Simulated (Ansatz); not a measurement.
The inner images of a band of AlF$_{2}$H$_{3}$S (7 atoms, charge 0, multiplicity 1) are given out of order.

Computed with Ansatz 0.2.0, RKS r2SCANh-D4/def2-SVP.

Initial state:

```xyz
7
Properties=species:S:1:pos:R:3
Al -0.540 0.915 0.040
H 0.015 1.950 -1.005
F -0.537 1.270 1.669
F -1.709 -0.178 -0.442
H 1.037 -1.345 -1.105
S 1.288 -0.864 0.132
H 0.445 -1.748 0.711
```

Final state:

```xyz
7
Properties=species:S:1:pos:R:3
Al -0.389 0.227 0.492
H 0.202 1.124 -1.418
F -0.279 1.744 1.139
F -1.788 -0.211 -0.277
H 0.764 0.624 -1.279
S 1.086 -1.274 1.002
H 0.404 -2.234 0.341
```

Put them in order from the first end to the last, with their energies above the first end.
A.
```xyz
7
Properties=species:S:1:pos:R:3
Al -0.626 0.836 0.099
H -0.070 1.516 -1.208
F -0.516 1.639 1.552
F -1.864 -0.281 -0.038
H 1.674 -0.804 -0.806
S 1.139 -0.988 0.421
H 0.263 -1.918 -0.020
```
B.
```xyz
7
Properties=species:S:1:pos:R:3
Al -0.539 0.551 0.228
H 0.334 0.863 -1.181
F -0.450 1.788 1.321
F -1.968 -0.223 -0.091
H 0.974 0.010 -0.683
S 1.185 -1.025 0.529
H 0.463 -1.963 -0.123
```
C.
```xyz
7
Properties=species:S:1:pos:R:3
Al -0.630 0.729 0.119
H 0.107 1.165 -1.209
F -0.491 1.715 1.449
F -1.971 -0.247 -0.035
H 1.407 -0.353 -0.651
S 1.156 -1.042 0.492
H 0.421 -1.966 -0.165
```
D.
```xyz
7
Properties=species:S:1:pos:R:3
Al -0.467 0.319 0.479
H 0.355 0.885 -1.328
F -0.393 1.803 1.199
F -1.911 -0.179 -0.157
H 0.822 0.342 -1.007
S 1.110 -1.159 0.828
H 0.484 -2.011 -0.015
```
E.
```xyz
7
Properties=species:S:1:pos:R:3
Al -0.559 0.885 0.082
H -0.029 1.766 -1.108
F -0.519 1.469 1.642
F -1.747 -0.256 -0.216
H 1.382 -1.097 -1.044
S 1.233 -0.926 0.287
H 0.240 -1.841 0.357
```

E (0.00 eV), A (+0.02 eV), C (+0.20 eV), B (+0.66 eV), D (-0.16 eV).

Time of the run: 86 s on 2 threads of Intel(R) Xeon(R) Platinum 8488C (Sapphire Rapids), with other jobs on the host, peak memory 0.2 GiB.
